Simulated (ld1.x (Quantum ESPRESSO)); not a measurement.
# u(r) = r·R(r): atom against pseudo-atom (calcium)

Columns: radius, all-electron u(r) and pseudo u(r) of the 3d shell (level -2.70 eV) of calcium in the configuration [Ne] 3s2 3p6 3d0 4s1.5 4p0.5; LDA (PZ), scalar-relativistic, PAW scheme, ld1.x (Quantum ESPRESSO) 7.5.

| r (bohr) | all-electron | pseudo |
| --- | --- | --- |
| 0.135 | 0.0346 | 0.0032 |
| 0.270 | 0.1436 | 0.0240 |
| 0.405 | 0.2755 | 0.0745 |
| 0.540 | 0.3958 | 0.1569 |
| 0.675 | 0.4912 | 0.2633 |
| 0.810 | 0.5598 | 0.3782 |
| 0.945 | 0.6043 | 0.4836 |
| 1.080 | 0.6294 | 0.5648 |
| 1.215 | 0.6396 | 0.6144 |
| 1.350 | 0.6391 | 0.6338 |
| 1.485 | 0.6309 | 0.6314 |
| 1.620 | 0.6174 | 0.6177 |
| 1.755 | 0.6002 | 0.6002 |
| 1.890 | 0.5808 | 0.5808 |
| 2.025 | 0.5599 | 0.5599 |
| 2.160 | 0.5383 | 0.5383 |
| 2.295 | 0.5166 | 0.5166 |
| 2.430 | 0.4950 | 0.4950 |
| 2.565 | 0.4739 | 0.4739 |
| 2.700 | 0.4533 | 0.4533 |
| 2.835 | 0.4333 | 0.4333 |
| 2.970 | 0.4139 | 0.4139 |
| 3.105 | 0.3953 | 0.3953 |
| 3.240 | 0.3773 | 0.3773 |
| 3.375 | 0.3600 | 0.3600 |
| 3.510 | 0.3433 | 0.3433 |

How many radial nodes do the two functions have?

The all-electron 3d function has n − l − 1 = 0; the pseudo-wave has 0.

At about which radius was the pseudo-wave matched?

1.75 bohr. The columns agree to 0.0005 from 1.49 bohr on; several derivatives are matched, so the curves merge somewhat inside the radius.

Where does each function peak?

Outermost all-electron maximum near 1.22 bohr, pseudo maximum near 1.35 bohr (to the table’s step).

Is the pseudo-wave norm-conserving?

No, it belongs to a PAW set: the norm inside the radius is not constrained, and the difference is carried by the augmentation charge.
